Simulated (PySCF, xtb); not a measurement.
BeCl, SMILES [Be][Cl], multiplicity 2.

Harmonic wavenumbers (cm⁻¹) from GFN2-xTB run with xtb at its own minimum, in rising order: 789.

What does PBE0-D3(BJ)/def2-TZVPD run with PySCF give at its own minimum? (The exact figures need the calculation; the answer reports its results.)

830. Paired by order, the mean absolute difference is 41 cm⁻¹ and the zero-point energies are 1.1 and 1.2 kcal/mol.
